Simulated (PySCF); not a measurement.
Al(Br)(OMe)(NH2) (CH₅AlBrNO), SMILES C[O][Al]([NH2])[Br]. Heavy atoms are numbered as in [Al:1]([Br:2])([O:3][CH3:4])[NH2:8]. Hydrogens are named by the atom that carries them.

Geometry optimised at PBE0-D3(BJ)/def2-SVP. The structure was generated by enumeration; whether it is a known compound was not checked. One conformer was computed; it need not be the lowest.

Level of theory: PySCF with PBE0/pcSseg-1.

GIAO shieldings, no solvent; atoms alike by connectivity are averaged. δ = σ(ref) − σ: ¹⁷O against H2O (σ = 334.2 ppm); ¹³C against TMS (σ = 186.3 ppm); ¹H against TMS (σ = 31.56 ppm); ¹⁵N against NH3 (σ = 267.4 ppm), references at their B3LYP-D3(BJ)/def2-TZVP geometries, non-relativistic (without spin–orbit terms, shifts of atoms bonded to Cl or Br come out too high).

| atoms | nucleus | count | δ (ppm) |
|---|---|---|---|
| O3 | ¹⁷O | 1 | 22.2 |
| C4 (CH3) | ¹³C | 1 | ? |
| H on C4 | ¹H | 3 | 4.15 |
| H on N8 | ¹H | 2 | ? |
| N8 (NH2) | ¹⁵N | 1 | 15.2 |

Question: What belongs in the gaps? (An estimate is asked for; the answer gives what the named calculation found.)

Answer: 
- H on N8, δ (ppm): 0.75
- C4 (CH3), δ (ppm): 55.4
